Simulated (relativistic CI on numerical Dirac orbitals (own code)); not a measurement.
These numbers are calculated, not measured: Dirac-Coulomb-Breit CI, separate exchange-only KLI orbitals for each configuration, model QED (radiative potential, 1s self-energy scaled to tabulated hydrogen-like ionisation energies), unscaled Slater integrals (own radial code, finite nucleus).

Configurations in the expansion (outside the closed core [Ne]): 3s²3p⁶3d⁹, 3s²3p⁵3d¹⁰, 3s3p⁶3d¹⁰, 3s²3p⁶3d⁸4s, 3s²3p⁶3d⁸4p, 3s²3p⁴3d¹⁰4s, 3s²3p⁶3d⁸4d, 3s²3p⁴3d¹⁰4p, 3s²3p⁵3d⁹4s, 3s²3p⁶3d⁸4f, 3s²3p⁴3d¹⁰4d, 3s3p⁵3d¹⁰4s, 3s²3p⁵3d⁹4p, 3s3p⁵3d¹⁰4p, 3s²3p⁶3d⁷4s², 3s²3p⁵3d⁹4d, 3s3p⁶3d⁹4s, 3s3p⁵3d¹⁰4d, 3s²3p⁶3d⁷4s4p, 3p⁶3d¹⁰4s, 3s²3p⁶3d⁸5s, 3s²3p⁵3d⁹4f, 3s²3p⁶3d⁷4p², 3s²3p⁶3d⁷4s4d, 3s3p⁶3d⁹4p, 3s²3p⁶3d⁸5p, 3p⁶3d¹⁰4p, 3s²3p⁵3d⁸4s², 3s²3p⁶3d⁸5d, 3s²3p⁶3d⁷4p4d, 3p⁶3d¹⁰4d, 3s²3p⁶3d⁸5f, 3s3p⁶3d⁹4d, 3s²3p⁶3d⁸5g, 3s²3p⁵3d⁸4s4p, 3s²3p⁶3d⁷4d². Levels of other configurations are missing.

At this charge energies of transitions that change n are usually good to better than 1 %, and those within a shell (Δn = 0) to a few per cent.

Outline of the computed level scheme of Ta XLVII. Lowest level of each configuration: 3s²3p⁶3d⁹ ²D5/2 at 0.00 eV; 3s²3p⁵3d¹⁰ ²P°3/2 at 439.02 eV; 3s3p⁶3d¹⁰ ²S1/2 at 960.23 eV; 3s²3p⁶3d⁸4s ⁴F9/2 at 1549.48 eV; 3s²3p⁶3d⁸4p ⁴D°7/2 at 1642.76 eV.

Some strong electric-dipole decays among the lowest 45 levels: 3s²3p⁶3d⁸4p ²P°3/2 → 3s²3p⁶3d⁹ ²D5/2 (9.3e+12 s⁻¹); 3s²3p⁶3d⁸4p ²D°3/2 → 3s²3p⁶3d⁹ ²D3/2 (9.0e+12 s⁻¹); 3s²3p⁶3d⁸4p ²D°5/2 → 3s²3p⁶3d⁹ ²D5/2 (7.5e+12 s⁻¹); 3s²3p⁶3d⁸4p ²D°5/2 → 3s²3p⁶3d⁹ ²D5/2 (7.2e+12 s⁻¹); 3s²3p⁶3d⁸4p ²F°7/2 → 3s²3p⁶3d⁹ ²D5/2 (6.4e+12 s⁻¹); 3s²3p⁶3d⁸4p ²F°7/2 → 3s²3p⁶3d⁹ ²D5/2 (5.9e+12 s⁻¹); 3s²3p⁵3d¹⁰ ²P°1/2 → 3s²3p⁶3d⁹ ²D3/2 (5.5e+12 s⁻¹); 3s²3p⁶3d⁸4p ⁴D°3/2 → 3s²3p⁶3d⁹ ²D5/2 (5.1e+12 s⁻¹).

LS names give the leading component of a level, which can be under half, so a name can repeat, a term be missing and a line seem to break the LS rules.
